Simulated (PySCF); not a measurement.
A structure optimised at PBE0-D3(BJ)/def2-TZVP, used in a PySCF frequency run:

```xyz
3

Zn     0.0000     0.0000    -0.3560
H      0.0000     0.0000    -1.8629
F      0.0000     0.0000     1.3936
```
Charge 0, spin multiplicity 1.

Write its SMILES, formula and point group.

[F][ZnH], FHZn, C∞v

What are its rotational constants (standard atomic weights)?

10.385 GHz (linear rotor, B only)
